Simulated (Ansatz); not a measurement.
C₂H₅BN (`B[N]C=C`) radical. The species carries charge 0 and has multiplicity 2.

Cartesian coordinates in Å:
```
B -0.8444 1.6976 0.0605
N -0.4002 0.4591 -0.2012
C 0.0234 -0.7262 -0.4527
C 0.9787 -1.3834 0.3174
H -1.7977 1.8423 0.7777
H -0.2804 2.6410 -0.4252
H -0.3885 -1.2495 -1.3197
H 1.3001 -2.3839 0.0599
H 1.4091 -0.8970 1.1834
```

(1) What are the harmonic wavenumbers in cm⁻¹ at PBE0-D4/def2-TZVP (Ansatz, finite differences of forces, unscaled)? (An estimate is asked.)

(2) Is this a minimum?

(3) Give the ideal-gas thermochemistry at 298.15 K and 1 bar (rigid rotor, harmonic oscillator; point group Cs, symmetry number 1).

Results:

(1) Ansatz gave: 137, 218, 427, 513, 544, 805, 854, 905, 932, 977, 1082, 1195, 1207, 1421, 1485, 1716, 2535, 2602, 3090, 3174, 3285.

(2) Yes, all 21 modes are real.

(3) Zero-point energy 174.1 kJ/mol; H(298) − E = 189.9 kJ/mol; entropy 295.3 J/(mol·K), of which translation 158.6, rotation 98.4, vibration 32.6, electronic 5.8; G(298) − E = 101.9 kJ/mol.
